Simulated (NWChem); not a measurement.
Polarisability of ClLi

```xyz
2

Li     0.0000     0.0000    -1.7006
Cl     0.0000     0.0000     0.3001
```
Charge 0, spin multiplicity 1.

Program: NWChem. All single points use one geometry, from B3LYP/def2-SVP, a minimum by its harmonic frequencies.

Basis set: aug-cc-pVDZ. The field's frequency is 0.0773 Ha (589 nm).

The correlated methods keep 5 core orbitals frozen. B3LYP has NWChem's definition, with VWN1-RPA local correlation. The structure started from a generated list of species. Coupled-cluster values serve here as a point of comparison, not as the truth.

```json
[
 {"method": "PBE", "isotropic polarisability (bohr³)": "30.38"},
 {"method": "HF", "isotropic polarisability (bohr³)": "…"},
 {"method": "B3LYP", "isotropic polarisability (bohr³)": "28.28"},
 {"method": "BHandHLYP", "isotropic polarisability (bohr³)": "25.60"},
 {"method": "CCSD linear response", "isotropic polarisability (bohr³)": "…"}
]
```

Fill in the missing entries.


- HF, isotropic polarisability (bohr³): 23.43
- CCSD linear response, isotropic polarisability (bohr³): 26.40
